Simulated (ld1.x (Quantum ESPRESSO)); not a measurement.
Results of a calculation; reference values are marked as such.
# Hardness and transferability of assorted potentials

Generated with ld1.x 7.5 (TM, RRKJ, ultrasoft, PAW), atompaw 4.2 or ONCVPSP 4.0.1. The cutoff is in Ry: for ld1.x and atompaw files where the sum of valence levels is converged to 10 mRy in a Bessel basis, for ONCV files where the hardest occupied wave has 1 mHa per electron of residual kinetic energy. The error is the largest all-electron minus pseudo excitation energy over each file’s own four to seven test configurations (ionisations up to +4, promotions, holes and added fractions of an electron), all of which were solved. The labels leave out finer settings (local radius, basis sizes, second energies), which also bear on the numbers. Spin-polarised tests are not counted. The rows are a selection from randomly drawn settings: files with unsolved tests, undetermined cutoffs or missed reference levels are left out.

```tsv
element	potential	cutoff (Ry)	largest error (meV)	bound ghosts
F	TM, PBE, non-relativistic, rc 0.80/1.50/1.65 (spd), local d, core correction yes, reference 2s2 2p3	140	+531	none
Si	TM, LDA (PZ), non-relativistic, rc 1.50/1.85/1.60 (spd), local d, core correction no, reference 3s2 3p0	18	+111	none
S	RRKJ, LDA (PZ), scalar-relativistic, rc 1.45/1.75 (sp), local smoothed, core correction yes, reference 3s2 3p4	35	+103	none
Br	PAW, LDA (PZ), scalar-relativistic, rc 1.65/1.55 (sp), local smoothed, core correction yes, reference 4s2 4p5	12	-223	none
Ru	ultrasoft, PBE, scalar-relativistic, rc 2.60/1.75/1.90/2.70 (spdf), local smoothed, core correction yes, reference 4p6 4d7 5s1 5p0	30	-97	none
Ru	RRKJ, LDA (PZ), scalar-relativistic, rc 1.65/1.90/1.55 (spd), local p, core correction yes, reference 4s2 4p6 4d6 5s0 5p0	50	+881	none
Os	RRKJ, LDA (PZ), scalar-relativistic, rc 2.60/3.10/2.10 (spd), local p, core correction yes, reference 5d6 6s1 6p0	35	-192	none
```

(1) Fill in the row for Zn: ultrasoft, PBEsol, fully relativistic, rc 1.75/1.10/1.40 (spd), local smoothed, core correction yes, reference 3p6 3d10 4s0 4p0.

## Answers

(1) cutoff 90 Ry, largest error -42 meV, bound ghosts: none.
